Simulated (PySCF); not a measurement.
## Eu⁵³⁺: ionisation energy

Eu⁵³⁺ [Ne] (1S) → Eu⁵⁴⁺ [He] 2s2 2p5 (2P), as a difference of total energies. All numbers are calculated (PySCF 2.14, scalar relativity by spin-free X2C-1e, in an uncontracted even-tempered set (16 s from 30 bohr⁻², ratio 2.5; 11 p from 39 bohr⁻², ratio 2.5; 5 d from 160 bohr⁻², ratio 2.7; 4 f from 230 bohr⁻², ratio 2.7)). Correlated levels: nothing frozen; virtual orbitals above 40 to 60 times the deepest correlated orbital energy dropped. The calculations carry no spin-orbit coupling.

```
                 method  ionisation energy (eV)
                    UHF                 11101.6
    MP2 (all electrons)                 11103.3
SCS-MP2 (all electrons)                 11103.1
   CCSD (all electrons)                 11103.3
CCSD(T) (all electrons)                 11103.3
```

A first-order spin-orbit estimate (lowest level to lowest level, LS coupling) adds -211.2 eV.

For this ion Breit and QED terms and the two-electron picture change, all absent here, outweigh the differences among the correlated methods.

For comparison: 10880 ± 5 eV (theoretical estimate listed by NIST; NIST Atomic Spectra Database, ionization energies).
